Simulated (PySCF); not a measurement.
C$_{7}$H$_{13}$O (SMILES C[CH]CCCC(C)=O), doublet, geometry from GFN2-xTB; WB97X/STO-3G (PySCF).

Input for PySCF:
```python
from pyscf import gto, scf, dft

mol = gto.M(
    atom='''
C     3.04685360    0.82127440    0.88161024
C     1.86811431   -0.06462596    0.99235433
C     1.31842906   -0.77836518   -0.17874916
C     0.56118052    0.15236520   -1.15617418
C    -0.65807289    0.78575977   -0.49224301
C    -1.77265636   -0.21067506   -0.24540743
C    -2.73234120    0.19442824    0.84672823
O    -1.89365832   -1.23270216   -0.87026609
H     3.76672591    0.61821436    1.67896646
H     2.77079183    1.87834295    0.98161984
H     3.54227313    0.69119011   -0.07818227
H     1.35987037   -0.11856555    1.94016790
H     2.13286122   -1.24074612   -0.74773913
H     0.63380901   -1.56566715    0.14024068
H     0.23290691   -0.43318701   -2.01596883
H     1.23712481    0.93553678   -1.50254060
H    -0.37449847    1.26343479    0.44687326
H    -1.07462979    1.55817376   -1.14646752
H    -3.62415318   -0.42584805    0.81657947
H    -3.00177062    1.24313357    0.75118145
H    -2.24108662    0.05663616    1.80868372
''',
    basis='sto-3g',
    spin=1,
    verbose=5,
)

mf = dft.UKS(mol)
mf.xc = 'wb97x'
mf.grids.level = 5
mf.kernel()
```

It wrote (shortened):

```
PySCF version 2.14.0

[INPUT] verbose = 5
[INPUT] max_memory = 4000
[INPUT] num. atoms = 21
[INPUT] num. electrons = 63
[INPUT] charge = 0
[INPUT] spin (= nelec alpha-beta = 2S) = 1
[INPUT] symmetry False subgroup None
[INPUT] Mole.unit = angstrom
[INPUT] Symbol           X                Y                Z      unit          X                Y                Z       unit  Magmom
[...]
[INPUT] ---------------- BASIS SET ----------------
[INPUT] l, kappa, [nprim/nctr], expnt,             c_1 c_2 ...
[INPUT] O
[...]
                                23.808861         0.53532814
                                6.4436083         0.44463454
[...]
                                1.1695961         0.39951283
                                0.380389          0.70011547
[...]
                                1.1695961         0.60768372
                                0.380389          0.39195739
[INPUT] H
[...]
                                0.62391373        0.53532814
                                0.1688554         0.44463454
[INPUT] C
[...]
                                13.045096         0.53532814
                                3.5305122         0.44463454
[...]
                                0.6834831         0.39951283
                                0.2222899         0.70011547
[...]
                                0.6834831         0.60768372
                                0.2222899         0.39195739

nuclear repulsion = 375.001018904675
number of shells = 37
number of NR pGTOs = 159
number of NR cGTOs = 53
basis = sto-3g
ecp = {}

******** <class 'pyscf.dft.uks.UKS'> ********
method = UKS
initial guess = minao
damping factor = 0
level_shift factor = 0
DIIS = <class 'pyscf.scf.diis.CDIIS'>
diis_start_cycle = 1
diis_space = 8
diis_damp = 0
SCF conv_tol = 1e-09
SCF conv_tol_grad = None
SCF max_cycles = 50
direct_scf = True
direct_scf_tol = 1e-13
number electrons alpha = 32  beta = 31
XC library pyscf.dft.libxc version 7.1.2
    S. Lehtola, C. Steigemann, M. J. T. Oliveira, and M. A. L. Marques,  SoftwareX 7, 1–5 (2018)
XC functionals = wb97x
    J.-D. Chai and M. Head-Gordon,  J. Chem. Phys. 128, 084106 (2008)
radial grids:
    Treutler-Ahlrichs [JCP 102, 346 (1995); DOI:10.1063/1.469408] (M4) radial grids

becke partition: Becke, JCP 88, 2547 (1988); DOI:10.1063/1.454033
pruning grids: <function nwchem_prune>
grids dens level: 5
symmetrized grids: False
atomic radii adjust function: <function treutler_atomic_radii_adjust>
small_rho_cutoff = 0
Set gradient conv threshold to 3.16228e-05
atom C rad-grids = 105, ang-grids = [ 50  50  50  50  50  50  50  50  50  50  50  50  50  50  50  50  50  50
  50  50  50  50  50  50  50  50  50  50  50  50  50  50  86  86  86  86
  86  86  86  86  86  86  86  86  86 590 590 590 590 590 590 590 590 590
 770 770 770 770 770 770 770 770 770 770 770 770 770 770 770 770 770 770
 770 770 770 770 770 770 770 770 770 590 590 590 590 590 590 590 590 590
 590 590 590 590 590 590 590 590 590 590 590 590 590 590 590]
atom O rad-grids = 105, ang-grids = [ 50  50  50  50  50  50  50  50  50  50  50  50  50  50  50  50  50  50
  50  50  50  50  50  50  50  50  50  50  50  50  50  50  86  86  86  86
  86  86  86  86  86  86  86  86  86 590 590 590 590 590 590 590 590 590
 590 770 770 770 770 770 770 770 770 770 770 770 770 770 770 770 770 770
 770 770 770 770 770 770 770 770 770 770 590 590 590 590 590 590 590 590
 590 590 590 590 590 590 590 590 590 590 590 590 590 590 590]
atom H rad-grids = 70, ang-grids = [ 50  50  50  50  50  50  50  50  50  50  50  50  50  50  50  50  50  50
  50  50  50  86  86  86  86  86 434 434 434 434 434 434 434 590 590 590
 590 590 590 590 590 590 590 590 590 590 590 590 590 590 590 590 434 434
 434 434 434 434 434 434 434 434 434 434 434 434 434 434 434 434]
tot_boxes 4410, boxes in each direction [19 12 13]
Padding 4 grids
tot grids = 649848
nelec by numeric integration = [31.2901352 31.2901352]
[...]
   0.61534606   0.62484993   0.6349949    0.64988269   0.67524846
   0.72079232   0.75410427   0.84663523]
multiplicity <S^2> = 0.75496773  2S+1 = 2.0049616
nelec by numeric integration = [32.00000089 31.00000093]
E1 = -1211.743483781464  E2 = 491.38606221174933  Ecoul = 542.9222806387563  Exc = -51.53621842700697
cycle= 9 E= -345.35640266504  delta_E= -1.11e-08  |g|= 2.8e-05  |ddm|= 0.000252
  alpha mo_energy =
[-18.94969811 -10.15942329 -10.09067654 -10.08926421 -10.08850486
 -10.08724765 -10.08415825 -10.04812806  -1.12409646  -0.90710782
  -0.85954573  -0.82827176  -0.77952962  -0.71140851  -0.6421383
  -0.58252247  -0.55881541  -0.54947242  -0.5200285   -0.50400785
  -0.50212272  -0.48158664  -0.47111611  -0.45340987  -0.43125854
  -0.42066388  -0.40889828  -0.39468946  -0.38671121  -0.37025641
  -0.24143752  -0.21587284   0.20186477   0.47414076   0.47833306
   0.5122702    0.52206328   0.53144966   0.54374917   0.55262306
   0.56292217   0.57813597   0.58140674   0.59001785   0.59291395
   0.61017364   0.62334831   0.63246071   0.64754235   0.67360973
   0.70358569   0.73808841   0.84652759]
  beta  mo_energy =
[-18.94969468 -10.15941983 -10.09061711 -10.08878591 -10.08850556
 -10.0877849  -10.08491932 -10.03902723  -1.12407668  -0.89884785
  -0.85027163  -0.82311448  -0.7781345   -0.70207976  -0.62395176
  -0.5797917   -0.55586353  -0.5453998   -0.51718997  -0.50014014
  -0.49726428  -0.47143545  -0.46691145  -0.45163351  -0.42668134
  -0.41718127  -0.40370612  -0.39046478  -0.38160655  -0.36920927
  -0.24082501   0.18415098   0.20210624   0.4757752    0.48209664
   0.5159479    0.53233212   0.54231165   0.54555263   0.55444829
   0.57884097   0.58236409   0.58812615   0.5919707    0.60243283
   0.61534507   0.62485013   0.63499532   0.64988307   0.67524621
   0.72078717   0.75410052   0.84662987]
multiplicity <S^2> = 0.7549699  2S+1 = 2.0049637
nelec by numeric integration = [32.00000089 31.00000093]
E1 = -1211.743492932111  E2 = 491.3860713616153  Ecoul = 542.9222852787547  Exc = -51.5362139171394
cycle= 10 E= -345.356402665821  delta_E= -7.81e-10  |g|= 7.63e-06  |ddm|= 5.59e-05
  alpha mo_energy =
[-18.94969895 -10.15942451 -10.0906772  -10.08926812 -10.0885115
 -10.08724336 -10.08415563 -10.04812179  -1.12409711  -0.90710687
  -0.85954537  -0.82827273  -0.77952902  -0.71140838  -0.64213732
  -0.58252307  -0.55881522  -0.54947284  -0.5200288   -0.50400823
  -0.5021233   -0.48158634  -0.47111554  -0.45341011  -0.43125819
  -0.42066392  -0.4088981   -0.39468892  -0.386711    -0.3702573
  -0.2414383   -0.21587006   0.20186451   0.47413969   0.47833367
   0.51227026   0.52206492   0.53144997   0.5437478    0.55262264
   0.56292362   0.57813465   0.58140702   0.59001754   0.59291324
   0.61017394   0.62334773   0.63246038   0.6475421    0.67360869
   0.70358844   0.73809072   0.84652654]
  beta  mo_energy =
[-18.94969553 -10.15942104 -10.09061744 -10.08878722 -10.08851219
 -10.08778368 -10.08491692 -10.03902098  -1.12407735  -0.89884766
  -0.85027181  -0.82311497  -0.77813418  -0.70207986  -0.6239508
  -0.57979216  -0.55586362  -0.54540045  -0.5171904   -0.50014064
  -0.49726524  -0.47143482  -0.46691106  -0.45163375  -0.42668108
  -0.41718138  -0.40370626  -0.39046392  -0.38160595  -0.36921015
  -0.24082587   0.18415349   0.202106     0.47577406   0.48209721
   0.5159477    0.53233276   0.5423118    0.54555135   0.55444798
   0.57883953   0.58236532   0.58812634   0.5919694    0.60243361
   0.61534566   0.62484959   0.63499523   0.64988276   0.67524518
   0.72078965   0.7541026    0.84662883]
multiplicity <S^2> = 0.75497022  2S+1 = 2.0049641
nelec by numeric integration = [32.00000089 31.00000093]
E1 = -1211.7434916109705  E2 = 491.38607004038766  Ecoul = 542.9222833636942  Exc = -51.53621332330655
Extra cycle  E= -345.356402665908  delta_E= -8.71e-11  |g|= 3.91e-06  |ddm|= 1.77e-05
converged SCF energy = -345.356402665908  <S^2> = 0.75497022  2S+1 = 2.0049641
```
